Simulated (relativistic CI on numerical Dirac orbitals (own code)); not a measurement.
Energy levels of Ba⁵⁰⁺

Method of calculation: Dirac-Coulomb-Breit CI, orbitals from a KLI potential per configuration, model QED, unscaled Slater integrals (own radial code, finite nucleus).

Configuration list (outside the closed core 1s2): 2s²2p², 2s2p³, 2p⁴, 2p³3s, 2p³3p, 2p³3d, 2s²2p3s, 2s²2p3p, 2s²2p3d, 2s2p²3s, 2s2p²3p, 2s2p²3d, 2s²2p4s, 2s²2p4p, 2s²2p4d, 2s²2p4f. Levels of other configurations are missing.

The lowest level is 2s²2p² ³P0, with 70 % of that term; Hund's rules for 2s²2p² give ³P with J = 0, in agreement.

```csv
No.,Configuration,Term,J,E (Ry),%,Lifetime (s)
1,2s²2p²,³P,0,0.000,70,
2,2s²2p²,³P,1,28.876,100,2.55e-09
3,2s²2p²,¹D,2,30.074,63,1.56e-06
4,2s2p³(2P°),³P°,2,43.293,45,6.37e-11
5,2s2p³(2D°),³D°,1,48.008,35,8.97e-13
6,2s²2p²,³P,2,59.930,63,7.05e-10
7,2s²2p²,¹S,0,63.067,69,5.46e-10
8,2s2p³(4S°),⁵S°,2,70.860,48,4.12e-12
9,2s2p³(2D°),³D°,3,73.559,100,4.38e-12
10,2s2p³(2P°),³P°,0,76.469,100,1.10e-12
11,2s2p³(4S°),³S°,1,77.642,46,5.84e-13
12,2s2p³(2D°),¹D°,2,78.414,73,5.89e-13
13,2s2p³(2P°),³P°,1,78.648,55,7.92e-13
14,2p⁴,³P,2,93.906,69,6.16e-13
15,2p⁴,¹S,0,97.335,61,5.08e-13
16,2s2p³(2P°),³P°,2,105.328,52,1.15e-12
17,2s2p³(2P°),¹P°,1,109.783,40,4.34e-13
18,2p⁴,³P,1,123.506,100,3.84e-13
19,2p⁴,¹D,2,124.765,70,4.13e-13
20,2p⁴,³P,0,156.095,62,2.91e-13
21,2s²2p3s,³P°,0,402.129,99,1.62e-14
22,2s²2p3s,³P°,1,402.348,67,1.28e-14
23,2s²2p3p,³D,1,406.500,73,1.17e-12
24,2s²2p3p,³P,0,408.825,68,3.67e-13
25,2s2p²(3P)<4P>3s,⁵P,1,414.476,33,2.23e-14
26,2s²2p3p,³D,2,416.288,54,7.45e-13
27,2s²2p3p,³P,1,416.915,33,6.12e-14
28,2s2p²(3P)<4P>3s,³P,0,417.086,71,1.78e-14
29,2s2p²(1S)<2S>3p,³P°,1,419.648,28,2.82e-15
30,2s²2p3d,³F°,2,419.818,74,1.20e-14
31,2s2p²(3P)<4P>3p,⁵D°,0,419.840,48,3.12e-13
32,2s²2p3d,³D°,1,421.559,45,2.25e-15
33,2s²2p3d,³P°,2,423.027,47,2.05e-15
34,2s²2p3d,³F°,3,423.267,48,2.22e-15
35,2s2p²(1S)<2S>3p,³P°,2,429.324,31,1.06e-13
36,2s2p²(3P)<4P>3p,³D°,1,429.670,35,5.27e-15
37,2s2p²(1S)<2S>3d,³D,1,432.795,42,1.52e-14
38,2s²2p3s,³P°,2,432.952,98,2.11e-14
39,2s2p²(1S)<2S>3d,³D,2,433.143,30,1.01e-14
40,2s²2p3s,¹P°,1,433.422,66,1.03e-14
41,2s2p²(1S)<2S>3d,³D,3,435.866,33,2.22e-15
42,2s2p²(3P)<4P>3d,³F,2,437.004,32,2.32e-15
43,2s²2p3p,³P,1,438.169,50,3.24e-13
44,2s²2p3p,³D,2,438.367,44,2.61e-13
45,2s2p²(3P)<4P>3s,⁵P,2,441.987,85,2.35e-14
46,2s2p²(3P)<4P>3s,³P,1,443.529,67,1.21e-14
47,2s2p²(1D)<2D>3s,³D,3,444.078,50,2.78e-14
48,2s2p²(3P)<4P>3s,³P,2,445.600,38,1.30e-14
49,2s²2p3p,¹P,1,446.079,47,1.77e-13
50,2s2p²(3P)<4P>3p,⁵P°,1,446.509,39,1.80e-14
51,2s²2p3p,³D,3,446.585,84,9.42e-14
52,2s2p²(3P)<4P>3p,⁵D°,2,447.179,47,8.87e-15
53,2s²2p3p,³P,2,447.858,51,7.72e-14
54,2s2p²(3P)<2P>3s,³P,0,448.087,62,1.61e-14
55,2s2p²(1D)<2D>3s,³D,1,448.849,60,1.37e-14
56,2s2p²(3P)<4P>3p,³D°,3,449.046,32,4.67e-15
57,2s2p²(3P)<2P>3s,³P,1,449.089,48,1.63e-14
58,2s2p²(1D)<2D>3s,³D,2,449.403,28,2.28e-14
59,2s²2p3p,¹S,0,449.989,41,2.74e-14
60,2s2p²(1D)<2D>3p,³P°,2,450.824,27,3.46e-15
61,2s²2p3d,³D°,2,451.194,29,3.62e-15
62,2s²2p3d,³P°,1,451.671,53,1.58e-15
63,2s²2p3d,³F°,3,451.693,49,2.90e-15
64,2s²2p3d,³P°,0,451.758,86,1.83e-15
65,2s²2p3d,³F°,4,452.899,97,3.03e-11
66,2s2p²(3P)<2P>3p,³P°,0,453.054,39,3.35e-13
67,2s2p²(3P)<2P>3p,³D°,1,453.071,56,3.38e-14
68,2s2p²(1D)<2D>3p,³F°,2,453.083,46,3.10e-14
69,2s²2p3d,³P°,2,453.650,47,2.56e-15
70,2s²2p3d,³D°,3,454.642,52,1.23e-15
```

Energies count from the lowest computed level; ° marks odd parity; lifetimes are radiative, by E1, M1, E2, M2 decay to levels of this space only. Percentages are summed over parent terms; the parents shown are those of the largest component, closed shells are left out there, and <> holds an intermediate term.

The mean weight of the leading LS term, summed over parents, in these 70 levels is 56 %, and that of the leading jj configuration (from the same eigenvectors) 93 %, so jj coupling describes them better and the LS labels are nominal.

At this charge energies of transitions that change n are usually good to better than 1 %, and those within a shell (Δn = 0) to a few per cent.

LS names give the leading component of a level, which can be under half, so a name can repeat, a term be missing and a line seem to break the LS rules.
